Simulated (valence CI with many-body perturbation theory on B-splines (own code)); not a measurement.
## E1 transitions of Se²⁰⁺

Computed by valence CI with perturbative core correlation (CI+MBPT): four valence electrons over a frozen Dirac-Fock core [Ne], a basis of 11 s, 11 p, 10 d, 8 f, 5 g, 2 h functions for each j, with the one-electron correlation potential Σ1 (screened to all orders), the two-electron term Σ2, the three-electron term Σ3, Breit, model QED; selected single and double excitations, second order for the rest, scaled by the run's own slope (own B-spline code, finite nucleus).

No measured levels were compared; by estimate levels of excited configurations hold to 0.05 to 0.15 % of their energy, terms of the ground configuration to about 0.5 %. Among the levels kept, up to 790 cm⁻¹ of a level comes from second order outside the variational space, and about a tenth of that is noise between levels of different J, which matters for small intervals.

Lines 151 to 200 of 573 in falling wavelength, among levels below 244.35 eV, chosen from the strongest by gf and those to the six lowest levels. Wavelengths and rates use the calculated energies, so an error of 300 cm⁻¹ moves a line at 167.2 Å by 0.05 % and its rate by three times that or more. Electric multipoles are in the length gauge, E1 and E2 with the static RPA response of the core. Weak lines are less certain than strong ones. Lines between different terms over intervals too small for the method are left out, as are lines whose strength nearly cancels. Where a level lies close to another of its J and parity, the split of strength between their lines is uncertain. The highest levels of a list are the least certain.

Names give the largest LS component (configuration and term), which can be under half, so a name can repeat, a term be missing and a line seem to break the LS rules; names also repeat where a configuration has a term twice. Letters in brackets count levels of one name in rising energy.

```tsv
λ vac (Å)	Upper	Lower	A (s⁻¹)	log gf	Branch %
167.2	3s.3p2.3d 3D_2 [e]	3s2.3p.3d 3D°_2	1.56e+10	-0.49	13.4
167.1	3p3.3d 5D°_3	3s.3p2.3d 5F_4	1.14e+10	-0.48	21.5
167.0	3p3.3d 1D°_2 [b]	3s.3p2.3d 1F_3 [a]	7.42e+09	-0.81	6.6
167.0	3s.3p2.3d 3D_1 [b]	3s2.3p.3d 3F°_2	1.00e+10	-0.90	12.8
166.9	3s2.3p.3d 1D°_2	3s2.3p2 3P_1	5.00e+08	-1.98	6.5
166.7	3s.3p2.3d 3D_1 [d]	3s2.3p.3d 3P°_0	1.31e+10	-0.79	10.2
166.6	3s.3p2.3d 1P_1 [b]	3s2.3p.3d 3P°_1	1.19e+10	-0.83	7.3
166.4	3p3.3d 3F°_4 [a]	3s.3p2.3d 5F_4	4.27e+09	-0.80	13.8
166.4	3p3.3d 3D°_2 [a]	3s.3p2.3d 5F_3	5.46e+09	-0.95	13.3
166.3	3s.3p.3d2 3G°_4 [a]	3s.3p2.3d 3D_3 [b]	9.46e+09	-0.45	11.8
165.7	3p3.3d 3G°_5	3s.3p2.3d 5D_4	2.38e+09	-0.97	13.5
165.6	3s.3p.3d2 3D°_2	3s.3p2.3d 3P_1 [b]	2.09e+10	-0.37	22.6
165.5	3p3.3d 3D°_1 [c]	3s.3p2.3d 3D_2 [c]	9.23e+09	-0.94	6.6
165.3	3p3.3d 3G°_4	3s.3p2.3d 5D_3	3.21e+09	-0.93	14.6
165.3	3p3.3d 3D°_1 [c]	3s.3p2.3d 3P_0 [b]	1.03e+10	-0.90	7.4
165.2	3p3.3d 5D°_2	3s.3p2.3d 5F_3	6.14e+09	-0.90	13.0
165.0	3s.3p2.3d 3D_1 [d]	3s2.3p.3d 3D°_2	9.80e+09	-0.92	7.7
164.9	3p4 3P_2	3s.3p3 5S°_2	3.52e+08	-2.14	2.2
164.9	3p3.3d 3D°_2 [b]	3s.3p2.3d 3P_2 [a]	4.69e+09	-1.02	8.0
164.5	3s.3p.3d2 3D°_3	3s.3p2.3d 3P_2 [b]	1.12e+10	-0.50	12.6
164.5	3s.3p2.3d 3P_2 [b]	3s2.3p.3d 3F°_3	1.12e+10	-0.64	14.1
164.5	3s.3p2.3d 1P_1 [b]	3s2.3p.3d 3P°_0	1.96e+10	-0.62	12.1
164.4	3s.3p.3d2 3D°_3	3s.3p2.3d 3F_4 [b]	7.25e+09	-0.69	8.2
164.2	3p3.3d 5D°_1	3s.3p2.3d 5F_2	1.14e+10	-0.86	18.0
164.1	3s.3p2.3d 1D_2 [a]	3s2.3p.3d 3P°_2 [a]	9.97e+09	-0.70	10.0
164.1	3s.3p2.3d 3P_2 [c]	3s2.3p.3d 3P°_2 [b]	5.98e+09	-0.92	3.3
163.9	3s.3p.3d2 3G°_3 [b]	3s.3p2.3d 3P_2 [b]	8.57e+09	-0.62	11.9
163.6	3s.3p.3d2 3G°_4 [b]	3s.3p2.3d 3F_3 [c]	1.15e+10	-0.38	15.2
163.2	3p3.3d 1F°_3 [a]	3s.3p2.3d 1G_4	7.12e+09	-0.70	10.8
162.8	3s.3p2.3d 1P_1 [b]	3s2.3p.3d 3D°_2	1.71e+10	-0.69	10.5
162.6	3s.3p2.3d 3D_3 [a]	3s2.3p.3d 1D°_2	3.50e+09	-1.01	6.1
162.3	3p3.3d 3D°_2 [a]	3s.3p2.3d 5F_2	7.11e+09	-0.85	17.3
161.8	3s.3p2.3d 3D_2 [d]	3s2.3p.3d 3F°_3	7.57e+09	-0.83	7.7
161.6	3p3.3d 5D°_1	3s.3p2.3d 5F_1	1.45e+10	-0.77	22.9
161.4	3s.3p2.3d 1D_2 [c]	3s2.3p.3d 1P°_1	3.20e+10	-0.20	16.6
161.4	3p3.3d 3F°_3 [b]	3s.3p2.3d 3P_2 [a]	3.97e+09	-0.97	8.0
161.2	3p3.3d 5D°_2	3s.3p2.3d 5F_2	8.05e+09	-0.80	17.0
161.2	3s.3p2.3d 3F_4 [c]	3s2.3p.3d 3F°_4	5.33e+10	0.27	59.0
161.0	3s.3p2.3d 3P_2 [c]	3s2.3p.3d 3D°_3	3.87e+10	-0.12	21.6
161.0	3s.3p.3d2 3H°_4	3s.3p2.3d 1F_3 [a]	3.61e+09	-0.90	8.5
160.8	3s.3p.3d2 3F°_3	3s.3p2.3d 1G_4	8.68e+09	-0.63	10.3
160.7	3p3.3d 5D°_3	3s.3p2.3d 5F_3	1.01e+10	-0.56	19.1
160.7	3p3.3d 3D°_1 [b]	3s.3p2.3d 3F_2 [a]	1.73e+10	-0.70	27.0
160.2	3s2.3d2 3F_3	3s2.3p.3d 1F°_3	3.79e+09	-0.99	2.5
160.1	3s.3p2.3d 3D_3 [c]	3s2.3p.3d 3F°_4	5.27e+10	0.15	67.0
160.0	3s.3p2.3d 3F_3 [c]	3s2.3p.3d 3F°_3	3.05e+10	-0.09	31.5
159.7	3s.3p3 3S°_1	3s2.3p2 3P_2	6.37e+10	-0.14	61.0
159.4	3p3.3d 3D°_2 [c]	3s.3p2.3d 1P_1 [a]	8.55e+09	-0.79	6.4
159.1	3p3.3d 3D°_3 [b]	3s.3p2.3d 3F_4 [a]	1.47e+10	-0.41	29.9
159.0	3s.3p3 1P°_1	3s2.3p2 1D_2	5.17e+10	-0.23	59.6
```
